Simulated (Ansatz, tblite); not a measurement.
Cost and result up the ladder for B₁₀P₁₀ (20 atoms). Total charge 0; singlet. Geometry: PBE-D4/def2-SVP.

```
atom   x (Å)   y (Å)   z (Å)
  B1  -0.781  -2.345  -0.805
  B2   0.212  -0.740  -1.516
  B3  -1.112   0.397  -2.151
  B4   1.380   0.480  -1.094
  B5  -0.377  -1.443   1.587
  B6  -1.496  -0.148   0.899
  B7   0.007   0.172   1.935
  B8   1.430   1.720   0.704
  B9  -0.178   1.660  -1.519
 B10  -1.217   1.424   1.331
 P11   0.928  -2.563  -1.447
 P12   0.061  -3.084   0.773
 P13  -1.881  -0.812  -0.864
 P14   2.847   0.596   0.104
 P15  -0.021  -0.310  -3.526
 P16   1.322   1.476  -2.792
 P17   1.895   0.625   2.196
 P18  -1.770  -0.942   2.817
 P19  -1.088   1.250   3.214
 P20  -0.161   2.589   0.154
```

Ansatz on 2 threads of AMD EPYC 7R13 on a shared host and a share (18 GiB) of an NVIDIA H100 80GB HBM3; xTB runs through tblite on one thread. Times are rough, summed over both states, and most runs start from the orbitals of an earlier one. r2SCAN0-D4/def2-TZVP serves as the yardstick here, not as an exact answer. The other state is a doublet.

The xTB rows come from tblite. Single mean-field runs in def2-TZVP are fitted with def2-universal-jkfit.

Raw xTB energies of ions are shifted by several eV.

```
                             level  functions  wall time
                          GFN2-xTB        130     0.22 s
                          GFN1-xTB        130     0.23 s
                  PBE-D4/def2-TZVP        680       11 s
                 PBE0-D4/def2-TZVP        680       13 s
r2SCAN0-D4/def2-TZVP (with forces)        680       18 s
```

(1) Estimate what each level gives for the vertical IE (eV).

Results:

(1) 
| level | vertical IE (eV) | difference from r2SCAN0-D4/def2-TZVP (eV) |
| --- | --- | --- |
| GFN2-xTB | 10.82 | 3.15 |
| GFN1-xTB | 11.63 | 3.96 |
| PBE-D4/def2-TZVP | 7.40 | -0.27 |
| PBE0-D4/def2-TZVP | 7.64 | -0.02 |
| r2SCAN0-D4/def2-TZVP (with forces) | 7.67 | 0.00 |
